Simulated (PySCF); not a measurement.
(Me2Al-mu-Br)2, C₄H₁₂Al₂Br₂.
Bonds: Al1–C2, Al1–C3, Al1–Br4, Al1–Br8, Br4–Al5, Al5–C6, Al5–C7, Al5–Br8. Hydrogens: H9, H10, H11 on C2; H12, H13, H14 on C3; H15, H16, H17 on C6; H18, H19, H20 on C7.

The calculation used PySCF, PBE0-D3(BJ)/def2-SVP geometry optimisation, gas phase.

Some entries are withheld. Bonds in one row agree within 0.01 Å.

| coordinate | value |
| --- | --- |
| Al1–C2 and 3 like bonds | ? |
| Al1–Br4 and 3 like bonds | ? |
| C2–H9 and 11 like bonds | 1.102 Å |
| C2–Al1–C3 | ? |
| C2–Al1–Br4 | 107.7° |
| Br4–Al1–Br8 | ? |
| Al1–Br4–Al5 | ? |

Q: Fill in the missing values.

A: 
- Al1–C2 and 3 like bonds = 1.947 Å (ends: aluminium bonded to 2 Br and 2 C; carbon bonded to Al and 3 H); 0.02 Å below the sum of covalent radii, 1.97 Å.
- Al1–Br4 and 3 like bonds = 2.486 Å (ends: aluminium bonded to 2 Br and 2 C; bromine bonded to 2 Al); 0.08 Å above the sum of covalent radii, 2.41 Å.
- C2–Al1–C3 = 128.2°, at the aluminium bonded to 2 Br and 2 C; the outer atoms are 3.502 Å apart.
- Br4–Al1–Br8 = 92.0°, at the aluminium bonded to 2 Br and 2 C; the outer atoms are 3.578 Å apart.
- Al1–Br4–Al5 = 88.0°, at the bromine bonded to 2 Al; the outer atoms are 3.453 Å apart.

Radii are Cordero's, carbon taken as 0.76, 0.73 or 0.69 Å for four, three, and two or fewer neighbours.

No PBE0-D3(BJ)/def2-SVP frequencies stand behind this structure, so it isn't proved a minimum. The numbers are those of one conformer (C2–Al1–Br4–Al5 109°, C2–Al1–Br8–Al5 -109°, Al1–Br4–Al5–C6 -109°, Br4–Al5–Br8–Al1 0°).
